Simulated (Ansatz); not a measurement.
Consider the formal exchange of groups at the Se–Ge bond: `C[Se][GeH3]` + `[F][AlH2]` → `C[Se][AlH][F]` + GeH₄.

Computed with Ansatz on PBE0-D4/def2-TZVP structures; ΔE is electronic, products minus reactants. CCSD(T)/CBS is the MP2 limit (def2-TZVPP, def2-QZVPP) plus CCSD(T) − MP2 in def2-TZVPP, frozen cores. This one scheme is used for every species. DFT in def2-TZVPP. HSE06 is defined as in plane-wave codes. For Ge, Se outer-core shells are correlated without core-valence functions, which leaves a few kJ/mol of doubt a bond. Scalar relativity is left out up to krypton. Each species was taken in one conformer, which may not be the lowest.

`C[Se][GeH3]`:

```xyz
9

C     1.594    0.342   -0.013
Se    0.321   -0.134   -1.420
Ge   -1.556   -0.340   -0.030
H     1.297    1.272    0.469
H     2.556    0.479   -0.504
H     1.671   -0.461    0.718
H    -2.735   -0.721   -0.934
H    -1.834    0.995    0.684
H    -1.313   -1.431    1.028
```

`[F][AlH2]`:

Cartesian coordinates in Å:
```
F -1.438 -0.230 -0.650
Al 0.050 0.008 0.023
H 1.292 -0.534 -0.781
H 0.096 0.756 1.408
```

`C[Se][AlH][F]`:

Cartesian coordinates in Å:
```
C -0.282 1.191 0.746
Se 1.260 0.620 -0.334
Al 0.402 -1.420 -0.923
F 1.306 -2.406 -1.885
H -0.670 2.112 0.317
H -1.061 0.430 0.749
H 0.064 1.366 1.762
H -1.018 -1.893 -0.433
```

GeH₄:

Cartesian coordinates in Å:
```
Ge 0.000 0.000 0.000
H -1.233 0.415 0.813
H -0.197 -1.423 -0.537
H 1.243 0.040 0.899
H 0.187 0.968 -1.175
```

```
             level  ΔE (kJ/mol)
            PBE-D4        -64.2
            r2SCAN        -68.2
           r2SCANh        -67.9
             HSE06        -65.4
         CAM-B3LYP        -63.9
RPA@PBE/def2-TZVPP        -59.8
       HF/def2-SVP        -64.5
  CCSD(T)/def2-SVP        -67.8
```

Question: What does CCSD(T)/CBS give? (An estimate is asked.)

Answer: Computed: -64.3 kJ/mol. The listed levels differ from it by 0.1, -3.9, -3.6, -1.1, 0.4, 4.5, -0.2, -3.5 kJ/mol.

Largest T1 diagnostic among the species: 0.012.

Leaving LDA and LC-ωPBE aside and taking each functional with its dispersion term where it has one, the values, not all of them listed here, spread over 8.5 kJ/mol, from r2SCAN-D4 to BLYP-D4. LDA lies −5.5 kJ/mol from PBE without D4. At CCSD(T), def2-SVP lies −3.5 kJ/mol from the extrapolated value and def2-TZVPP +0.8 kJ/mol.
